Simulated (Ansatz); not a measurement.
CF6Sn (`F[C](F)(F)[Sn]([F])([F])[F]`) at its PBE0-D4/def2-TZVP geometry, where that method's forces vanish. The species carries charge 0 and has multiplicity 1. Sn takes the def2 core potential.

```xyz
8

F     1.9913   -0.4158    0.4154
C     0.7526   -0.3001    0.8828
F     0.7442    0.6283    1.8337
F     0.3936   -1.4608    1.4216
Sn   -0.6314    0.2520   -0.7407
F    -0.6623   -1.0308   -2.1268
F    -2.4130    0.4294   -0.1385
F    -0.1751    1.8979   -1.5475
```

(1) What forces (eV/Å) does r2SCAN-D4/def2-TZVPP give on these atoms in Ansatz? (Best estimate.)

## Answers

(1) Computed: 
```
F1   0.361 -0.033 -0.142
C2  -0.153  0.060 -0.179
F3  -0.006  0.275  0.275
F4  -0.109 -0.340  0.154
Sn5  0.066 -0.026  0.078
F6  -0.012 -0.120 -0.144
F7  -0.181  0.021  0.047
F8   0.035  0.162 -0.089
```
